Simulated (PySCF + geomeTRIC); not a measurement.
These are PBE0-D3(BJ)/def2-TZVP run with PySCF + geomeTRIC values and carry that method's errors. fastk is a local helper that only speeds up exchange builds. No frequencies were computed at this level.

```python
import json, numpy as np
from pyscf import gto, dft
from fastk import lowrank_exchange
atoms = """
C     -0.537180    -0.779503    -0.125443
C     -0.595719     0.718548     0.202699
Si     1.144748     0.061941    -0.077989
H     -0.834309    -1.448919     0.669508
H     -0.973129    -1.073337    -1.069879
H     -0.929552     0.970369     1.199559
H     -1.068385     1.345975    -0.539939
H      1.800348     0.363312    -1.337306
H      1.993180    -0.158386     1.078788
"""
def scf(charge, spin, dm0=None):
    mol = gto.M(atom=atoms, basis='def2-tzvp', ecp={}, charge=charge, spin=spin, verbose=3, max_memory=4172)
    mf = dft.KS(mol, xc='pbe0').density_fit(auxbasis="def2-universal-jkfit")
    mf.disp = 'd3bj'
    mf.grids.level = 3
    mf.conv_tol = 1e-8
    mf.max_cycle = 60
    mf.kernel(dm0)
    if not mf.converged:
        mf = mf.newton().run(mf.mo_coeff, mf.mo_occ).undo_soscf()
    return mf
mf = scf(0, 0)
from pyscf.geomopt.geometric_solver import kernel as optimize
path = []
done, mol = optimize(mf, maxsteps=80, assert_convergence=False, callback=lambda env: path.append((env["energy"], bool(env["g_scanner"].converged))))
res = dict(converged=bool(done and path[-1][1]), energy=path[-1][0], path=[e for e, c in path], xyz=mol.atom_coords(unit="Angstrom").tolist(), nao=mol.nao)
json.dump(res, open("result.json", "w"))
```

Output:

```
converged SCF energy = -369.087351371896
Geometry optimization cycle 1
converged SCF energy = -369.087351370982
cycle 1: E = -369.087351371  dE = -369.087  norm(grad) = 0.0372366
Geometry optimization cycle 2
converged SCF energy = -369.088836552323
cycle 2: E = -369.088836552  dE = -0.00148518  norm(grad) = 0.00691406
Geometry optimization cycle 3
converged SCF energy = -369.088934698586
cycle 3: E = -369.088934699  dE = -9.81463e-05  norm(grad) = 0.00269901
Geometry optimization cycle 4
converged SCF energy = -369.088955122038
cycle 4: E = -369.088955122  dE = -2.04235e-05  norm(grad) = 0.0013515
Geometry optimization cycle 5
converged SCF energy = -369.088963177157
cycle 5: E = -369.088963177  dE = -8.05512e-06  norm(grad) = 0.00030099
Geometry optimization cycle 6
converged SCF energy = -369.088963578041
cycle 6: E = -369.088963578  dE = -4.00883e-07  norm(grad) = 0.000135079
<class 'geometric.internal.Distance'> : 9
<class 'geometric.internal.Angle'> : 14
<class 'geometric.internal.OutOfPlane'> : 4
<class 'geometric.internal.Dihedral'> : 24
<class 'geometric.internal.TranslationX'> : 1
<class 'geometric.internal.TranslationY'> : 1
<class 'geometric.internal.TranslationZ'> : 1
<class 'geometric.internal.RotationA'> : 1
<class 'geometric.internal.RotationB'> : 1
<class 'geometric.internal.RotationC'> : 1
Step    0 : Gradient = 1.241e-02/3.161e-02 (rms/max) Energy = -369.0873513710
Step    1 : Displace = 2.592e-02/3.674e-02 (rms/max) Trust = 1.000e-01 (=) Grad = 2.305e-03/5.903e-03 (rms/max) E (change) = -369.0888365523 (-1.485e-03) Quality = 1.055
Step    2 : Displace = 8.471e-03/1.130e-02 (rms/max) Trust = 1.414e-01 (+) Grad = 8.997e-04/1.449e-03 (rms/max) E (change) = -369.0889346986 (-9.815e-05) Quality = 0.999
Step    3 : Displace = 3.374e-03/5.763e-03 (rms/max) Trust = 2.000e-01 (+) Grad = 4.505e-04/7.500e-04 (rms/max) E (change) = -369.0889551220 (-2.042e-05) Quality = 1.413
Step    4 : Displace = 3.869e-03/8.365e-03 (rms/max) Trust = 2.828e-01 (+) Grad = 1.003e-04/1.387e-04 (rms/max) E (change) = -369.0889631772 (-8.055e-06) Quality = 1.107
Step    5 : Displace = 6.594e-04/1.399e-03 (rms/max) Trust = 3.000e-01 (+) Grad = 4.503e-05/5.763e-05 (rms/max) E (change) = -369.0889635780 (-4.009e-07) Quality = 1.377
Converged! =D
```

Cost: about 60 core-seconds (a rough figure).
